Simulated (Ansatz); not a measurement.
Geometry optimisation, DFT r2SCAN-D3(BJ), scalar-relativistic, plane waves, PAW in Ansatz 0.2.0.

The input (input.yaml):

```yaml
crystal:
  lattice:
    - [7.35453, 0.0, 0.0]
    - [0.0, 7.35453, 0.0]
    - [0.0, 0.0, 7.35453]
  atoms:
    - { symbol: H, position: [0.8897245, 0.254103, 0.4085749] }
    - { symbol: H, position: [0.8915416, 0.1816954, 0.4778604] }
    - { symbol: H, position: [0.5641611, 0.4061177, 0.8409967] }
    - { symbol: H, position: [0.540733, 0.3789937, 0.7473909] }
    - { symbol: H, position: [0.5334046, 0.7120389, 0.345185] }
    - { symbol: H, position: [0.4870879, 0.7010121, 0.4333883] }
    - { symbol: B, position: [0.0279244, 0.9098033, 0.0279503] }
    - { symbol: F, position: [0.2003449, 0.9351945, -0.0159349] }
    - { symbol: F, position: [-0.076399, 0.8052338, -0.0744282] }
    - { symbol: F, position: [-0.0401729, 0.9889817, 0.1742138] }
    - { symbol: B, position: [0.2601912, 0.5375193, 0.954204] }
    - { symbol: F, position: [0.3171304, 0.5899681, 1.1163968] }
    - { symbol: F, position: [0.1660738, 0.3853984, 0.9368654] }
    - { symbol: F, position: [0.2973693, 0.6371914, 0.8093498] }
    - { symbol: B, position: [0.530886, 0.0069482, 0.7390667] }
    - { symbol: F, position: [0.6410119, 0.1285587, 0.8124331] }
    - { symbol: F, position: [0.4838158, 0.021066, 0.5661952] }
    - { symbol: F, position: [0.4678302, -0.1287801, 0.8385719] }
basis:
  ecutwfc: 500.0
kpoints:
  mp_grid: { grid: [1, 1, 1] }
hamiltonian:
  xc: r2scan
  dispersion: d3bj
scf:
  occupations: { method: fermi_dirac, width: 0.02 }
  lower_state_search: "off"
relax:
  f_tol: 0.3
  max_steps: 15
  adjacent_minimum: "off"
output:
  write_density: true
  write_potential: true
  elf: true
  volumetric_format: npy
```

Run as:

```bash
$ ansatz run input.yaml --threads 1 --pin off --max-ram 3072MiB --backend cpu --events-out ev --progress --plain --runs-dir out
```

Task: Where does it end, and by what steps?

Result: The forces met the threshold. The threshold is loose, so the end isn't yet a minimum. The force dipped under the threshold on the way, but the program's further checks kept it going. Limits of this set-up: coarse k mesh. After 7 steps the energy has fallen by 1.079 eV; F14 moved furthest, 0.90 Å.

| step | energy less start (eV) | largest force component (eV/Å) | accepted |
| --- | --- | --- | --- |
| 0 | 0.0000 | 1.704 | yes |
| 1 | -0.4734 | 0.924 | yes |
| 2 | -0.7499 | 0.785 | yes |
| 3 | -0.8806 | 0.768 | yes |
| 4 | -0.9859 | 0.486 | yes |
| 5 | -1.0375 | 0.749 | yes |
| 6 | -1.0787 | 0.078 | yes |
| 7 | -1.0787 | 0.079 | yes |

```xyz
18
Lattice="7.3545 0.0000 0.0000 0.0000 7.3545 0.0000 0.0000 0.0000 7.3545" Properties=species:S:1:pos:R:3
H 6.510 2.064 3.313
H 6.561 1.645 3.923
H 4.413 3.280 6.278
H 4.135 3.178 5.598
H 3.944 5.151 2.537
H 3.587 5.031 3.176
B 0.249 6.786 0.255
F 1.384 7.201 -0.255
F -0.405 5.793 -0.318
F -0.236 7.337 1.338
B 1.422 3.788 6.508
F 1.898 4.305 7.622
F 0.814 2.623 6.542
F 1.553 4.419 5.367
B 4.240 -0.113 5.669
F 5.172 0.593 6.276
F 3.566 0.419 4.679
F 4.017 -1.347 6.055
```

Whether the end is a true minimum wasn't checked by a vibrational analysis.

Time of the run: 3 min on 1 thread of Arm Neoverse V2, on a shared host, peak memory 1 GiB.
